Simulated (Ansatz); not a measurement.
Ideal-gas functions of BH4NOTe (`NB(O)[TeH]`) at 500 K and 1 bar, from an Ansatz frequency run at PBE0-D4/def2-TZVP.

Molar mass 172.45 g/mol, point group Cs (symmetry number 1), electronic degeneracy 1, moments of inertia 55.16, 245.953, 301.113 u Å². Harmonic wavenumbers (cm⁻¹, unscaled): 169, 222, 280, 357, 405, 446, 516, 575, 625, 895, 979, 1244, 1422, 1630, 2150, 3620, 3731, 3871.

Use S(trans) = R[1.5 ln M + 2.5 ln T − 1.1517]; rotational temperatures θ = 24.2544 K / I; S(rot) = R[ln(√π/σ · √(T³/θAθBθC)) + 1.5]; for each mode x = 1.438777 ν̃/T, S = R[x/(eˣ − 1) − ln(1 − e⁻ˣ)] and H = RT x/(eˣ − 1); 1 cm⁻¹ = 0.0119627 kJ/mol; R = 8.31446 J/(mol·K).

Task: By hand: the entropy, in J/(mol·K).

Result: Translation 183.8. Rotation: θ = 0.4397, 0.0986, 0.0805 K, giving 118.3. Vibration, mode by mode: 14.39, 12.18, 10.33, 8.45, 7.50, 6.79, 5.75, 5.02, 4.47, 2.42, 2.00, 1.09, 0.72, 0.44, 0.12, 0.00, 0.00, 0.00, in all 81.7. Electronic 0.0. Sum 383.8 J/(mol·K).

Task: By hand: H − E and G − E in kJ/mol, counted from the electronic energy.

Result: Zero-point energy ½ × 23137 × 0.0119627 = 138.4; thermal vibration 23.0; translation, rotation and pV give 4 RT = 16.6. H − E = 178.0 kJ/mol, and G − E = 178.0 − 500 × 383.8/1000 = -13.9 kJ/mol.

Vibration gives 21 % of the entropy. The sum counts one conformer and one mirror image; others add a mixing term.
